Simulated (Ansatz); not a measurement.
Consider the formal exchange of groups at a C–C bond: `CC1(C)C=C1F` + `Cc1ccccc1O` → `Cc1cccc(O)c1C` + `CC1C=C1F`.

Computed with Ansatz on PBE0-D4/def2-TZVP structures; ΔE is electronic, products minus reactants. CCSD(T)/CBS adds triple-zeta CCSD(T) − MP2 to the extrapolated MP2 energy (def2 sets, frozen cores). Functionals use def2-TZVPP. One conformer a species, not always the lowest.

| level | ΔE (kcal/mol) |
| --- | --- |
| r2SCAN-D4 | 1.2 |
| PBE0 | 1.2 |
| MP2/def2-TZVPP | 1.4 |
| CCSD(T)/def2-TZVPP | 1.4 |

Q: What does CCSD(T)/CBS give? (Best estimate.)

A: Ansatz gave: +1.5 kcal/mol. The listed levels differ from it by -0.3, -0.3, -0.1, -0.1 kcal/mol.

Largest T1 diagnostic among the species: 0.011.

In def2-TZVPP, CCSD(T) changes the Hartree–Fock value by −1.3 kcal/mol (the triples alone add −0.2 kcal/mol) and MP2 by −1.3 kcal/mol.
